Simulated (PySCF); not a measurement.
These are TPSSh-D3(BJ)/def2-TZVP // BP86-D3(BJ)/def2-SVP in PySCF values and carry that method's errors. Isolated molecules, 0 K electronic values unless said otherwise. One relaxed conformer stands for a flexible species; it need not be the lowest. 

Reference species: [Zr(F)3(NH2)] (neutral, multiplicity 1).

The charge on the central atom (Mulliken) is 1.78 e and the HOMO comes out as -7.36 eV.

Changed species: [Zr(F)(NH2)3] (3 of 4 F replaced by NH2; the reference has 1 of 4 F replaced by NH2).

Task: What does the change do to the charge on the central atom (Mulliken) and HOMO?

Result: the charge on the central atom (Mulliken) decreases by 0.06 e, to 1.72 e; the HOMO rises by 1.09 eV, to -6.27 eV.
